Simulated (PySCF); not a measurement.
## Where the electron goes

Compound: C10H12O.
Cartesian coordinates in Å at the PBE0-D3(BJ)/def2-SVP level; atoms count from 1:
```xyz
23
C10H12O angstrom
C      3.5486    1.0532    0.4414
C      2.5649   -0.1047    0.4281
C      1.1216    0.3511    0.3143
C      0.1276   -0.7889    0.3065
O      0.4959   -1.9416    0.3804
C     -1.3316   -0.4638    0.2054
C     -2.2399   -1.5302    0.2127
C     -3.6064   -1.2940    0.1216
C     -4.0822    0.0148    0.0214
C     -3.1868    1.0833    0.0131
C     -1.8173    0.8460    0.1056
H      3.4730    1.6580   -0.4770
H      4.5864    0.6968    0.5177
H      3.3666    1.7278    1.2940
H      2.6743   -0.7137    1.3396
H      2.7885   -0.7911   -0.4040
H      0.8592    1.0326    1.1441
H      0.9698    0.9476   -0.6037
H     -1.8364   -2.5419    0.2922
H     -4.3077   -2.1320    0.1288
H     -5.1564    0.2026   -0.0508
H     -3.5575    2.1078   -0.0659
H     -1.1277    1.6922    0.0980
```

Method used: TDDFT PBE0/def2-SVPD, vertical, gas phase, core orbitals frozen in the response in PySCF 2.14.0, density-fitted response routines.

Kohn–Sham orbitals with the atoms that hold most of them (Löwdin shares over 4%, at most four atoms; ? is withheld):

```csv
orbital,ε (eV),atoms
LUMO+2,0.59,"C3 10%, C1 10%, C11 8%, H23 8%"
LUMO+1,-0.54,"C10 19%, C11 19%, C8 19%, C7 18%"
LUMO,-1.68,"C4 19%, O5 18%, C9 13%, C6 12%"
HOMO,?,?
HOMO-1,-7.58,?
HOMO-2,-7.67,"C8 24%, C11 23%, C9 13%, C6 12%"
HOMO-3,-9.29,"C2 28%, C1 15%, H15 12%, H16 12%"
```

Problem. Which atoms hold the HOMO-1, and with what shares?

Solution. C10 (bonded to 2 C and H) 21%; C7 (bonded to 2 C and H) 21%; C6 (bonded to 3 C) 16%; C9 (bonded to 2 C and H) 16%.

Problem. Give the leading atoms of the HOMO.

Solution. O5 (bonded to C) 60%; C4 (bonded to 2 C and O) 11%; C3 (bonded to 2 C and 2 H) 11%; C6 (bonded to 3 C) 8%. By element: oxygen 60%, carbon 30% or more.

Problem. What is the HOMO energy, and the HOMO–LUMO gap?

Solution. ε(HOMO) = -7.35 eV; the gap is 5.67 eV (0.2083 hartree).

Problem. How does S1 compare with the orbital gap of 5.67 eV?

Solution. S1 is at 3.83 eV (f = 0.0000), 1.84 eV below the gap, made of HOMO→LUMO (95%). 

Problem. One configuration dominates each of S1 and S4. Which, and how do the shares of the two leading atoms of either orbital change from the occupied to the empty one?

Solution. 
- S1 (3.83 eV, f 0.0000), HOMO→LUMO (95%): O5 60% → 18%, C4 11% → 19%
- S4 (5.72 eV, f 0.0001), HOMO→LUMO+1 (100%): O5 60% → at most 19%, C4 11% → at most 19%, C10 at most 9% → 19%, C11 at most 9% → 19%

One conformer stands for the species.
